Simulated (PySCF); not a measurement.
# Multinuclear NMR of C$_{4}$H$_{8}$FNSi$_{2}$

Atoms are numbered as in `[CH3:1][Si@H:2]([SiH3:3])/[C:4]([C:5]#[N:6])=[CH:7]\[F:8]` (H(Xn): hydrogen on atom n).

Theoretical values (PySCF 2.14.0 with density-fitted response routines): geometry: GFN2-xTB, GIAO PBE0/pcSseg-1 shieldings. No solvent model, rapidly exchanging positions averaged, one conformer, non-relativistic.

(1) Where does 19F resonate?

(2) What are the 29Si shifts?

(3) Predict the 15N NMR data.

Answers

(1) 
```tsv
atoms	environment	σ (ppm)	δ (ppm)
F8	vinylic fluorine	244.0	-74.1
```

Shieldings were converted by a linear fit to measured shifts: 19F (scatter 6.0 ppm rms, 7.0 ppm with the 5 outliers that the fit left out vs CFCl3, solution or neat liquid, with a term for F on sp3 carbon). A few per cent of atoms miss by over 2 rms, more outside the fitted compound classes.

On a 500 MHz spectrometer 19F resonates near 470.5 MHz, so 1 ppm is 470.5 Hz.

(2) 
```json
{"atoms": "Si2", "environment": "silicon bonded to 2 C, Si, H", "σ (ppm)": "400.9", "δ (ppm)": "-49.5"}
{"atoms": "Si3", "environment": "silicon bonded to Si, 3 H", "σ (ppm)": "464.3", "δ (ppm)": "-101.7"}
```

Shieldings were converted by a linear fit to measured shifts: 29Si (scatter 8.9 ppm rms, 25.8 ppm with the 6 outliers that the fit left out vs TMS, solution or neat liquid). A few per cent of atoms miss by over 2 rms, more outside the fitted compound classes.

On a 500 MHz spectrometer 29Si resonates near 99.3 MHz, so 1 ppm is 99.3 Hz.

(3) 
| atoms | environment | σ (ppm) | δ (ppm) |
| --- | --- | --- | --- |
| N6 | nitrile nitrogen | -60.1 | -92.7 |

Shieldings were converted by a linear fit to measured shifts: 15N (scatter 6.3 ppm rms vs CH3NO2, solution or neat liquid). A few per cent of atoms miss by over 2 rms, more outside the fitted compound classes.

On a 600 MHz spectrometer 15N resonates near 60.8 MHz, so 1 ppm is 60.8 Hz.
